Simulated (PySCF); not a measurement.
BeClH3Si. Atoms are numbered in the order given.

```xyz
6

Be     0.0000     0.0000    -0.2093
Cl     0.0000     0.0000    -2.0121
Si     0.0000     0.0000     1.9647
H      1.2009     0.6933     2.5121
H      0.0000    -1.3867     2.5121
H     -1.2009     0.6933     2.5121
```
Charge 0, spin multiplicity 1.

Geometry: PBE0-D3(BJ)/def2-TZVP.

Computed with TDDFT-PBE0/def2-SVPD in PySCF 2.14.0.

Vertical excitations; the highest root listed may be one member of a degenerate set. Gas-phase values at a fixed geometry. State labels are in the subgroup Cs.

Give excitation energies, oscillator strengths and character. (Estimate from the structure and the level; the computed values follow.)


```csv
state,symmetry,energy (eV),λ (nm),f,main pairs
S1,A',5.98,207,0.065,HOMO→LUMO+1 (degenerate set)
S2,A",5.98,207,0.065,HOMO→LUMO (degenerate set)
S3,A",7.00,177,0.000,"HOMO−2→LUMO 40 %, HOMO−1→LUMO+1 40 %, HOMO−4→LUMO 10 %, HOMO−3→LUMO+1 10 %"
S4,A",7.07,175,0.002,"HOMO−1→LUMO+1, HOMO−2→LUMO, HOMO−3→LUMO+1, HOMO−4→LUMO (degenerate set)"
S5,A',7.07,175,0.002,"HOMO−1→LUMO, HOMO−2→LUMO+1, HOMO−3→LUMO, HOMO−4→LUMO+1 (degenerate set)"
S6,A',7.17,173,0.129,HOMO→LUMO+2 88 %
S7,A",7.21,172,0.000,"HOMO−4→LUMO 40 %, HOMO−3→LUMO+1 40 %, HOMO−2→LUMO 10 %, HOMO−1→LUMO+1 10 %"
S8,A',7.39,168,0.017,"HOMO−4→LUMO+1, HOMO−3→LUMO, HOMO−1→LUMO, HOMO−2→LUMO+1 (degenerate set)"
S9,A",7.39,168,0.017,"HOMO−3→LUMO+1, HOMO−4→LUMO, HOMO−1→LUMO+1, HOMO−2→LUMO (degenerate set)"
S10,A',7.64,162,0.303,"HOMO−2→LUMO+1 34 %, HOMO−1→LUMO 34 %, HOMO→LUMO+6 8 %, HOMO→LUMO+2 7 %"
T1,A',4.62,268,0,HOMO→LUMO+1 (degenerate set)
T2,A",4.62,268,0,HOMO→LUMO (degenerate set)
T3,A',6.45,192,0,"HOMO→LUMO+2 57 %, HOMO−4→LUMO+1 16 %, HOMO−3→LUMO 16 %"
T4,A',6.58,188,0,"HOMO−1→LUMO 43 %, HOMO−2→LUMO+1 43 %, HOMO→LUMO+2 9 %"
```
Triplets are in the Tamm–Dancoff approximation, which puts them higher than full response would, so one can lie above its singlet here.
